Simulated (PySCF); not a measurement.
Species: CH5BF2Si.
Atom-mapped SMILES: `[F:1][B:2]([F:3])[CH2:4][SiH3:5]` (hydrogens: H6, H7 on C4; H8, H9, H10 on Si5)

Method: PBE0-D3(BJ)/def2-SVP geometry optimisation, gas phase in PySCF 2.14.0.

Question: List the bond lengths, angles and torsions at this level.

Answer: 
| bond | length (Å) | order |
| --- | --- | --- |
| F1–B2, B2–F3 | 1.323 | single |
| B2–C4 | 1.548 | single |
| C4–Si5 | 1.894 | single |
| C4–H6, C4–H7 | 1.101 | single |
| Si5–H8, Si5–H9, Si5–H10 | 1.494 | single |

Bonds in one row agree within 0.01 Å and their mean is given. Orders are formal, as drawn. A selection of angles:
| angle | degrees |
| --- | --- |
| F1–B2–F3 | 116.1 |
| F1–B2–C4 | 121.7 |
| B2–C4–Si5 | 110.8 |
| B2–C4–H6 | 111.0 |
| Si5–C4–H6 | 107.2 |
| H6–C4–H7 | 109.6 |
| C4–Si5–H8 | 109.9 |
| H8–Si5–H9 | 108.7 |

Torsions: F1–B2–C4–Si5 -87° (synclinal).

B2 (three-coordinate boron) is planar (angles 122.1°, 121.7° and 116.1°, sum 360.0°, 0.02 Å off the plane of its three neighbours). Si5 (SiH3 silicon) is tetrahedral (angles from 108.7° to 110.0°).

Whether it is a minimum is left open (no frequencies). The numbers are those of one conformer.

The run took 47 s wall on one thread, Arm Neoverse V1 (aarch64), shared host, and the process peaked at 0.42 GiB of memory. That covers the optimisation of the geometry.
